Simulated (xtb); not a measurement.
Harmonic IR lines of one isomer of C2H3NO2, unscaled. Method: GFN2-xTB in xtb.

```
wavenumber (cm⁻¹)  relative intensity
-----------------  ------------------
181                               5.8
406                                22
450                                12
512                                22
622                               3.8
870                                22
1008                               27
1097                               38
1131                               22
1222                               20
1313                               13
1335                              5.6
2448                              100
2856                               13
3491                              4.1
```

Task: Identify which structure gives these lines.
(A) `N#COCO`
(B) `C=NC(=O)O`
(C) `O=CNC=O`

Result: A, `N#COCO`
